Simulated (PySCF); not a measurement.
Vertical excitations of a molecule C₄H₅Br from TDDFT-CAM-B3LYP/def2-SVPD (PySCF), as energy in eV (oscillator strength): 5.44 (0.771), 5.57 (0.000), 6.36 (0.000), 6.70 (0.001), 6.72 (0.009), 6.85 (0.014), 7.05 (0.006), 7.12 (0.000), 7.19 (0.095), 7.48 (0.001). Lowest triplet (TDA): 3.01 eV. Coordinates come from a B3LYP-D3(BJ)/def2-SVP optimisation. One conformer was computed; it need not be the lowest.

Question: Which molecule gave these data?
A. C=CC(=C)Br
B. C#CCCBr
C. C=C=C(C)Br
D. C=C/C=C/Br

Answer: D, C=C/C=C/Br
